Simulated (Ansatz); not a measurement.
C2H6AlFO (SMILES C[CH2][Al]([OH])[F]), singlet, at a GFN2-xTB geometry (such geometries of metal compounds can be far from the true shape); B3LYP/def2-TZVP in Ansatz (a first-principles code).

Ansatz was given this input:
Ansatz 0.2 input:
```yaml
crystal:
  periodic: [false, false, false]
  atoms:
    - {symbol: Al, position_ang: [0.18395911, 0.29657818, 0.46870367]}
    - {symbol: F, position_ang: [0.89310576, 0.20563826, 1.96549154]}
    - {symbol: C, position_ang: [-0.10285916, -1.39009887, -0.56959605]}
    - {symbol: C, position_ang: [-0.76448738, -1.14624617, -1.92614647]}
    - {symbol: H, position_ang: [-0.71114982, -2.08226476, 0.02060761]}
    - {symbol: H, position_ang: [0.85578733, -1.89858895, -0.71061474]}
    - {symbol: H, position_ang: [-0.15373890, -0.48935247, -2.54134044]}
    - {symbol: H, position_ang: [-1.73689213, -0.67492912, -1.80255073]}
    - {symbol: H, position_ang: [-0.90447366, -2.08554618, -2.46206606]}
    - {symbol: O, position_ang: [-0.25930608, 1.76430794, -0.11249061]}
    - {symbol: H, position_ang: [-0.50042525, 2.62802755, -0.41222732]}
basis:
  gaussian:
    orbitals: def2-TZVP
hamiltonian:
  xc: b3lyp
```

The log (banner, timings and long lists left out):

```
Functional definition: B3LYP
1190 factors; their error is unknown
mean field evaluation 1: about -13523.6183 eV, gradient 9.5e1 eV
mean field evaluation 2: about -13495.6215 eV, gradient 1.5e2 eV
mean field evaluation 4: about -13540.3462 eV, gradient 1.1e1 eV
mean field evaluation 8: about -13540.5575 eV, gradient 1.6e-1 eV
mean field evaluation 16: about -13540.5642 eV, gradient 1.0e-4 eV
mean field -13540.56419146 eV, -497.6065559121 hartree, gradient 3.1e-5 eV, S^2 0.000000; 0 other end points of the search recorded, 0 dependent functions left out
reference -13540.56448115 eV, -497.6065665580 hartree; 24, 24 occupied and 173, 173 virtual orbitals, 1190 factors
Total energy: -13540.56448115 eV, -497.6065665580 hartree
```
